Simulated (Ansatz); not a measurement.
`C[SiH](N)[GeH2][NH2]` and `C[SiH](N)O` differ in one atom or group.

Ansatz, PBE0-D4/def2-TZVP geometries, multiplicity 1. Each molecule was computed in one conformer, which needn't be the lowest.

Scalar relativity is left out up to krypton.

| property | `C[SiH](N)[GeH2][NH2]` |
| --- | --- |
| LUMO energy (PBE/def2-TZVPP) / eV | -0.83 |
| HOMO energy (PBE0/def2-TZVPP) / eV | -7.06 |
| HOMO energy (ωB97M-V/def2-TZVPP) / eV | -9.28 |
| LUMO energy (PBE0/def2-TZVPP) / eV | -0.01 |
| size of the dipole moment (B3LYP/def2-TZVPP) / D | 0.96 |
| HOMO energy (PBE/def2-TZVPP) / eV | -5.72 |

Question: Give the same properties after the change, and the shifts. (Estimate.)

Answer: The calculation gave: 
| property | `C[SiH](N)O` | shift |
| --- | --- | --- |
| LUMO energy (PBE/def2-TZVPP) / eV | 0.05 | 0.88 |
| HOMO energy (PBE0/def2-TZVPP) / eV | -7.44 | -0.38 |
| HOMO energy (ωB97M-V/def2-TZVPP) / eV | -9.83 | -0.55 |
| LUMO energy (PBE0/def2-TZVPP) / eV | 0.87 | 0.88 |
| size of the dipole moment (B3LYP/def2-TZVPP) / D | 2.14 | 1.18 |
| HOMO energy (PBE/def2-TZVPP) / eV | -6.00 | -0.28 |

With PBE0 the HOMO falls by 0.38 eV and the LUMO rises by 0.88 eV, so the gap widens by about 1.26 eV. PBE moves the HOMO by -0.28 eV and ωB97M-V by -0.55 eV. Dipoles are sizes alone; their direction can turn.

B3LYP here is the variant with VWN-RPA as its local correlation; programs differ in this.
